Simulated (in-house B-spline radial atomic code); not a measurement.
How numerical settings move a run on Hg3+, [Xe] 4f14 5d9. Computed with an all-electron radial atomic-structure program (B-spline basis): Dirac-Kohn-Sham BLYP, spherical fractional occupations, Fermi nucleus of rms radius 5.4648 fm.

Command:
```bash
python run_scf.py task.json out
```
Settings of the sound reference run:
```
Z                80
electrons        77
configuration    [Xe] 4f14 5d9
hamiltonian      dirac
method           b88,lyp
spin_polarised   False
nucleus          fermi
rms_radius       5.4648
mass_number      202
atomic_mass      201.9706
speed_of_light   137.036
knot_spacing     0.22
spline_order     8
gauss_points     12
box_radius       16.22
max_iterations   70
damping          0.5
damped_steps     3
diis_vectors     10
tolerance        1e-08
start            Thomas-Fermi
```

Time taken, with all properties: 2.1 s on 1 thread of Arm Neoverse N1, on a shared host.

It converges in 9 iterations to -19656.009449 hartree, with 5d5/2 at -41.4927 eV. The other runs change the listed settings, some to values that make no sense; their results aren't properties of the atom or ion. Radii are in bohr (the nuclear one in fm), a minus after a letter asks for a j subshell, and «unchanged» means within 1e-8 hartree. The run stops when the residual is below 10 × tolerance × max(1, Z/10), or a noise floor if that is larger, and the energy moves by less than 1e-8 × √|E| hartree; so very loose and very tight tolerances often act alike.

```tsv
changed settings	outcome
tolerance = 1e-13	converged in 10 iterations, energy unchanged, 5d5/2 level -1.2e-05 eV
first_knot = 0.00125	converged in 9 iterations, energy +5.93e-01 hartree from the reference, 5d5/2 level -1.9e-04 eV
electrons = 78, configuration = [Xe] 4f14 5d9 6s-1, max_iterations = 75	stopped with error: j subshells need the Dirac Hamiltonian and l > 0
damping = 0.8	converged in 10 iterations, energy unchanged, 5d5/2 level -4.0e-05 eV
max_iterations = 60, damped_steps = 0, tolerance = 1e-13, start = bare nucleus	converged in 11 iterations, energy unchanged, 5d5/2 level -8.9e-06 eV
first_knot = 1.25e-06	converged in 9 iterations, energy -2.01e-06 hartree from the reference, 5d5/2 level -2.0e-06 eV
damping = 0	converged in 10 iterations, energy unchanged, 5d5/2 level -2.3e-05 eV
electrons = 85, configuration = [Xe] 4f14 5d9 7s2 7p6, max_iterations = 100	converged in 13 iterations to -19656.0823 hartree, a different physical problem (warning: 7s1/2 has a positive eigenvalue: unbound, held by the box)
first_knot = 0.000125	converged in 9 iterations, energy +5.68e-06 hartree from the reference, 5d5/2 level -1.8e-06 eV
damping = 0.2	converged in 8 iterations, energy unchanged, 5d5/2 level -3.4e-05 eV
gauss_points = 5, max_iterations = 3, diis_vectors = 20	not converged after 3 iterations, last residual 2.1e-02, last energy +1.82e-02 hartree from the reference
knot_spacing = 0.1, box_radius = 4.87, first_knot = 0.00125, max_iterations = 75, damped_steps = 30	converged in 16 iterations, energy +6.07e-01 hartree from the reference, 5d5/2 level +7.4e-02 eV (the program warns: 5d5/2 reaches the box edge; 5p3/2 reaches the box edge)
box_radius = 4.87, max_iterations = 2, damping = 0.95, damped_steps = 8	not converged after 2 iterations, last residual 7.9e-02, last energy +2.37e-01 hartree from the reference
```

Task: What happens with first_knot = 0.0125?

Result: Converged in 9 iterations, energy +1.07e+01 hartree from the reference, 5d5/2 level -1.6e-02 eV.

Task: What happens with first_knot = 0.00375?

Result: Converged in 9 iterations, energy -1.25e+00 hartree from the reference, 5d5/2 level -5.4e-04 eV.

Task: What happens with damping = 0.95?

Result: Converged in 10 iterations, energy unchanged, 5d5/2 level -6.3e-05 eV.

Task: What happens with tolerance = 1e-06?

Result: Converged in 8 iterations, energy +7.60e-08 hartree from the reference, 5d5/2 level +3.2e-03 eV.
